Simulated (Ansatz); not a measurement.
**Question.** Name a neutral molecule of Cl, N, O, Ta and H with LUMO energy (ωB97M-V/def2-TZVPP) between 0.85 and 1.15 eV and size of the dipole moment (B3LYP/def2-TZVPP) between 4.20 and 4.50 D (Ansatz, PBE0-D4/def2-TZVP geometry).

**Answer.** `[NH2][Ta]([NH2])(=[O])[Cl]` (1.00 eV, 4.33 D). Other molecules can fit too; these were computed, each in one conformer that needn't be the lowest.

B3LYP here is the variant with VWN-RPA as its local correlation; programs differ in this.
